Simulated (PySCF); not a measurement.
## Electron correlation in Eu³⁵⁺ (europium, charge +35)

Starting occupation: [Ar] 3d10. Calculation: PySCF 2.14, in an uncontracted even-tempered set (16 s from 6.6 bohr⁻², ratio 2.8; 13 p from 8.6 bohr⁻², ratio 2.8; 8 d from 8.6 bohr⁻², ratio 2.8; 3 f from 35 bohr⁻², ratio 3); X2C-1e with screened-nucleus spin-orbit coupling, Gaussian nucleus. Frozen: [Ne]; 18 electrons correlated; the 80 highest virtual spinors left out.

MP2 pair energies summed by pair of shells (mhartree):

```tsv
pair	energy	share (%)
3d3/2-3d5/2	-181.92	27.8
3d5/2-3d5/2	-128.14	19.6
3d5/2-3p3/2	-64.14	9.8
3d3/2-3d3/2	-55.43	8.5
3d3/2-3p3/2	-43.71	6.7
3d5/2-3p1/2	-32.64	5.0
3d5/2-3s1/2	-27.44	4.2
3p1/2-3p3/2	-24.48	3.7
3p3/2-3p3/2	-23.99	3.7
3d3/2-3p1/2	-21.15	3.2
3d3/2-3s1/2	-18.49	2.8
3p3/2-3s1/2	-14.24	2.2
3p1/2-3s1/2	-7.51	1.1
3p1/2-3p1/2	-6.11	0.9
3s1/2-3s1/2	-4.17	0.6
```

Total MP2 correlation energy: -653.55 mhartree.

At this charge the one-electron X2C treatment keeps the bare 1/r₁₂, with no two-electron picture change or Breit term. The effect here is smaller than on the frozen 1s shell.
